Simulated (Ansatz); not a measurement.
```xyz
10

B     1.0850   -0.5381   -1.5736
C     0.3592   -0.3188   -0.2890
C    -0.5124    0.7406   -0.0603
N    -1.0761    0.7657    1.1774
Al   -0.1028   -0.7753    1.5135
H     0.9234    0.2360   -2.4849
H     1.8325   -1.4625   -1.7434
H    -0.7543    1.5167   -0.7929
H    -1.7183    1.4949    1.4309
H    -0.0362   -1.6591    2.8222
```

Charge 0, multiplicity 1.

Problem. List the PBE/def2-TZVPP orbital energies in eV (Ansatz 0.2.0). (Estimate.)

Solution. Computed: Occupied: -1507.10, -380.84, -270.72, -267.82, -175.67, -107.35, -69.45, -69.28, -69.17, -23.12, -17.79, -13.81, -13.67, -10.91, -9.75, -9.35, -8.97, -7.94, -7.35, -6.03, -5.43. Lowest empty: -2.50, -1.53, -0.71, -0.52, 0.69, 0.74, 1.65, 1.82.
